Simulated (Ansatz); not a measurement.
Problem. Name a neutral molecule of C, Se, Si and H with size of the dipole moment (B3LYP/def2-TZVPP) between 0.45 and 0.75 D and HOMO–LUMO gap (PBE0/def2-TZVPP) between 5.65 and 5.95 eV (Ansatz, PBE0-D4/def2-TZVP geometry).

Solution. `C=C([SiH3])[SeH]` (0.56 D, 5.89 eV). Other molecules can fit too; these were computed, each in one conformer that needn't be the lowest.

B3LYP here is the variant with VWN-RPA as its local correlation; programs differ in this.
